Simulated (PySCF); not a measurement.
# Unknown compound

An unknown has the formula C4H11N2PSi. Its calculated NMR data are:

1H NMR (500 MHz, computed): δ 8.47 (m, 1H), 8.41 (m, 1H), 6.04 (m, 1H), 5.77 (m, 1H), 1.97 (s, 3H), 1.03 (br s, 2H), 0.95 (m, 2H).

13C{1H} NMR (computed): δ 171.4 (CH2), 152.6 (C), 133.6 (CH2), 26.3 (CH3).

Theoretical values (PySCF 2.14.0 with density-fitted response routines): NMR shieldings at PBE0/pcSseg-1/GIAO, GFN2-xTB structure. Gas phase, relativity neglected, one conformer, averaged over atoms made equivalent by symmetry, fast rotation or ring inversion.

Scale: TMS for 1H (σ = 31.72 ppm), 13C (σ = 186.93 ppm) (reference shieldings calculated alike).

Question: Propose a structure and justify it.

Answer: 
1. 4 carbon signals for 4 carbons: no two carbons are equivalent.
2. Carbon types of the structure: 1 × C, 2 × CH2, 1 × CH3, leaving 4 H on heteroatoms.
3. δC 171.4: C=N carbon.
4. δC 152.6: fully substituted alkene carbon; an sp2 carbon of a C=C bond.
5. δC 133.6: terminal =CH2 carbon; an sp2 carbon of a C=C bond.
6. δC 26.3: allylic methyl carbon; saturated and bonded to C and H only.
7. δH 6.04, 5.77: hydrogen on a terminal =CH2 carbon; a vinylic proton, deshielded by the sp2 carbon and the C=C anisotropy.
8. δH 1.97: hydrogen on an allylic methyl carbon; allylic position.
9. δH 1.03: hydrogen on a nitrogen bonded to Si; labile proton, position sensitive to the medium.

The compound is `C=N[Si@](N)(P)C(=C)C`.

The data come from this structure; uniqueness wasn't tested.

The OH or NH signal is concentration- and solvent-dependent in practice; the value given is the gas-phase one. Splittings by 31P in the carbon and heteronuclear signals aren't shown, as no couplings were computed. Shifts are as computed. Against solution values, carbons near 30 ppm lie about +3 ppm off and those near 130 ppm about +5 ppm. Of 1309 compounds with measured shifts, 239 miss one by over three times the rms of a fit or turn the order of signals round; such compounds aren't used in these exercises. No couplings were computed; multiplicities are counted from neighbouring protons, with m where these are inequivalent, close in shift, in a saturated or five-membered ring or joined by F or P, and br s for small geminal =CH2 splittings.
